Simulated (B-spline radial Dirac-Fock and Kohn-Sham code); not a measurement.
**Zn: input and output of one calculation**

ΔSCF core binding energies without Breit or QED terms, calculated with a radial finite-basis atomic code. Keys: rel is the Hamiltonian (dirac, or spin-free x2c and nr, where L3 and M5 stand for the whole 2p and 3d shells), method is hf or an exchange,correlation pair (spin-unpolarised, also for the hole states), nuc the nuclear model, radius_factor scales its radius, rmax is the box in bohr, h the logarithmic mesh step, order the B-spline order, points the quadrature points per cell, c_factor scales the speed of light, and damp, ndamp, maxit and tol steer the iteration. The run stops when the commutator error falls below 10·tol·max(1, Z/10), or the numerical noise floor, and the energy has settled to about 1e-8 Ha; the virial ratio is −V/T.

Input (task.json):

```json
{"items": [{"Z": 30, "q": 0, "cfg": [[1, 0, 2], [2, 0, 2], [2, 1, 6], [3, 0, 2], [3, 1, 6], [3, 2, 10], [4, 0, 2]], "A": 64, "rrms": 3.9283, "do": "settings", "holes": ["K", "L3", "M5"],
  "settings": [{"rel": "dirac", "method": "hf", "nuc": "fermi", "radius_factor": 1.0, "rmax": 45.0, "h": 0.3, "order": 8, "points": 10, "c_factor": 1.0, "maxit": 60, "damp": 0.5, "ndamp": 3, "tol": 1e-08, "cfg": "1s2 2s2 2p6 3s2 3p6 3d10 4s3"}]}]}
```

Command: `python xray2_run.py task.json out`

The program stops without a result: overfilled shell.

Q: One setting is unsound. Which, and why?

A: cfg puts more electrons in a shell than it can hold. With the default settings (Dirac Hartree-Fock): The ground state converged in 10 iterations, with total energy -1794.61291 Ha, virial ratio 1.98123 and highest orbital energy -8.13 eV. ΔSCF binding energies: K (1s) 9684.7 eV, L3 (2p3/2) 1029.4 eV, M5 (3d5/2) 14.54 eV.
